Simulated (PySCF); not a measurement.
Cl2HMoO2, SMILES [Cl][Mo]([OH])(=[O])[Cl] (connectivity only; charge and spin as stated), neutral, multiplicity 2. Atoms are numbered in the order given.

```xyz
6

Mo     0.1035     0.3638     0.0000
O      1.6636     0.9504     0.0000
O     -1.2988     1.5873     0.0000
H     -2.2552     1.4130     0.0000
Cl    -0.1473    -1.0881    -1.7419
Cl    -0.1473    -1.0881     1.7419
```
Charge 0, spin multiplicity 2.

Geometry optimised at r2SCAN-D4/def2-SVP. The spin state was assumed, not searched. The def2 effective core potentials stand for the cores of Mo; spin–orbit coupling is left out. Other conformers were not sampled.

All values below come from TDA-M06-2X/def2-SVPD run with PySCF.

Vertical excitations. The molecule is in vacuum.

| state | energy (eV) | λ (nm) | f | main pairs |
|---|---|---|---|---|
| root 1 | 0.72 | 1718 | 0.000 | α HOMO→LUMO 93 % |
| root 2 | 1.81 | 686 | 0.000 | α HOMO→LUMO+1 94 % |
| root 3 | 2.76 | 450 | 0.001 | α HOMO→LUMO+3 74 %, α HOMO→LUMO+2 18 % |
| root 4 | 3.06 | 405 | 0.001 | α HOMO→LUMO+2 68 %, α HOMO→LUMO+3 17 % |
| root 5 | 4.62 | 269 | 0.001 | α HOMO−1→LUMO 69 %, β HOMO→LUMO+1 9 % |
| root 6 | 4.62 | 268 | 0.016 | α HOMO−3→LUMO 5 %, β HOMO→LUMO 83 % |
| root 7 | 4.69 | 264 | 0.001 | α HOMO−2→LUMO 58 %, β HOMO→LUMO+1 17 %, β HOMO−1→LUMO+1 11 % |
| root 8 | 4.82 | 257 | 0.002 | α HOMO−3→LUMO 8 %, β HOMO−1→LUMO 84 % |
| root 9 | 4.91 | 253 | 0.006 | α HOMO−3→LUMO 32 %, α HOMO−4→LUMO 25 %, α HOMO−6→LUMO 11 %, β HOMO−1→LUMO 5 % |
| root 10 | 4.93 | 251 | 0.001 | α HOMO−1→LUMO 18 %, α HOMO−1→LUMO+1 8 %, β HOMO→LUMO+1 29 %, β HOMO−2→LUMO 12 %, β HOMO−1→LUMO+1 12 % |
Unrestricted roots are not spin-pure.
